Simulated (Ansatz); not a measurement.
Basis-set series for ClH4O2ScSi, SMILES `[OH][Sc]([Cl])[O][SiH3]`. Charge 0, multiplicity 1. The geometry is a stationary point of PBE0-D4/def2-TZVP. It is one conformer, not always the lowest.

| functional | basis | functions | energy (Eh) | HOMO (eV) | LUMO (eV) |
| --- | --- | --- | --- | --- | --- |
| PBE0-D4 | def2-SVP | 115 | -1662.43256 | -8.27 | -2.06 |
| PBE0-D4 | def2-TZVPP | 266 | -1662.98444 | -8.56 | -2.24 |
| ωB97M-V | def2-SVP | 115 | -1662.91592 | -10.49 | -0.40 |
| ωB97M-V | def2-TZVPP | 266 | -1663.47053 | -10.84 | -0.64 |

Question: Give the rows for def2-QZVPP. (Best estimate.)

Answer: The calculation gave: 
```csv
functional,basis,functions,energy (Eh),HOMO (eV),LUMO (eV)
PBE0-D4,def2-QZVPP,467,-1663.03168,-8.57,-2.23
ωB97M-V,def2-QZVPP,467,-1663.51453,-10.86,-0.66
```

Scalar relativity is left out up to krypton.

Computed with Ansatz.
